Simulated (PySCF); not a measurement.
MgCl, SMILES [Mg+][Cl], charge +1. Atoms are numbered in the order given.

```xyz
2

Mg     0.0000     0.0000    -1.2357
Cl     0.0000     0.0000     0.8723
```
Charge +1, spin multiplicity 1.

Geometry: PBE0-D3(BJ)/def2-TZVPD. The multiplicity is an assumed one; other spin states were not compared.

These are KT2/pcSseg-2 (PySCF) values and carry that method's errors.

GIAO shieldings, no solvent; atoms alike by connectivity are averaged. δ = σ(ref) − σ: ³⁵Cl against HCl (σ = 945.0 ppm), references at their B3LYP-D3(BJ)/def2-TZVP geometries, non-relativistic (without spin–orbit terms, shifts of atoms bonded to Cl or Br come out too high).

Computed chemical shifts:
| nucleus | atoms | count | δ (ppm) |
|---|---|---|---|
| ³⁵Cl | Cl2 | 1 | -27.0 |
